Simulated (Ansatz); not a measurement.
The cluster SiGe6. The state is a singlet with charge 0. Geometry B3LYP-D4/def2-SVP; atoms count from 1.

Cartesian coordinates in Å:
```
Si -1.251 -1.717 0.612
Ge 2.135 0.650 -0.474
Ge 0.196 0.335 1.353
Ge -2.169 0.684 0.147
Ge -0.199 -0.339 -1.350
Ge 1.336 -1.828 0.260
Ge -0.048 2.215 -0.547
```

Another isomer (singlet) lies 0.25 eV lower at PBE0-D4/def2-TZVP; other spin states weren't run for this one.

(1) Estimate the Mulliken populations from the PBE0/def2-TZVP orbitals of Ansatz.

(2) And the Mayer bond orders between bonded heavy atoms (over 0.3)?

## Answers

(1) 
| atom | charge (e) |
| --- | --- |
| Si1 | -0.11 |
| Ge2 | 0.03 |
| Ge3 | -0.03 |
| Ge4 | 0.06 |
| Ge5 | -0.03 |
| Ge6 | 0.06 |
| Ge7 | 0.03 |
Mulliken values and Mayer orders depend strongly on the basis.

(2) Si1–Ge3 0.59 (2.62 Å); Si1–Ge4 0.66 (2.61 Å); Si1–Ge5 0.59 (2.62 Å); Si1–Ge6 0.66 (2.61 Å); Ge2–Ge3 0.53 (2.68 Å); Ge2–Ge5 0.53 (2.68 Å); Ge2–Ge6 0.58 (2.71 Å); Ge2–Ge7 0.61 (2.69 Å); Ge3–Ge4 0.52 (2.68 Å); Ge3–Ge5 0.48 (2.81 Å); Ge3–Ge6 0.52 (2.68 Å); Ge3–Ge7 0.53 (2.68 Å); Ge4–Ge5 0.52 (2.68 Å); Ge4–Ge7 0.58 (2.71 Å); Ge5–Ge6 0.52 (2.68 Å); Ge5–Ge7 0.53 (2.68 Å).
